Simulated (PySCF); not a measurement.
C (SMILES [C-]), charge -1, quartet (in this run its highest filled SCF level lies above zero, so its values depend strongly on the basis, on diffuse functions most of all). Base run: M062X/cc-pVTZ (PySCF).

Input for PySCF:
```python
from pyscf import gto, scf, dft

mol = gto.Mole()
mol.atom = '''
    C     0.000000    0.000000    0.000000
'''
mol.basis = 'cc-pvtz'
mol.charge = -1
mol.spin = 3
mol.verbose = 4
mol.build()

mf = dft.UKS(mol)
mf.xc = 'm062x'
mf.kernel()
mf.analyze()
```

Each row names what was changed in the base input (with any setting that the change needs).

| change | ΔE vs base (µEh) | SCF cycles | <S^2> |
|---|---|---|---|
| base | 0.0 | 7 | 3.753 |
| level_shift = 0.5 (with mf.max_cycle = 100) | 0.0 | 11 | 3.753 |
| init_guess = huckel | 0.0 | 7 | 3.753 |
| damp = 0.5; diis_start_cycle = 5 | 0.0 | 10 | 3.753 |
| conv_tol = 1e-7 | 0.0 | 7 | 3.753 |
| level_shift = 0.3 (with mf.max_cycle = 100) | 0.0 | 9 | 3.753 |
| level_shift = 1.0 (with mf.max_cycle = 100) | 0.0 | 19 | 3.753 |
| conv_tol = 1e-12 | 0.0 | 8 | 3.753 |
| level_shift = 0.1 (with mf.max_cycle = 100) | 0.0 | 8 | 3.753 |
| conv_tol = 1e-6 | 0.0 | 6 | 3.753 |
| diis_space = 20 | 0.0 | 7 | 3.753 |
| conv_tol = 1e-11 | 0.0 | 7 | 3.753 |
| solver = newton; init_guess = 1e | 0.0 | - | 3.753 |

Open shells are given as the SCF converged; they aren't shown to be the lowest states, and a large step between rows can be another state.
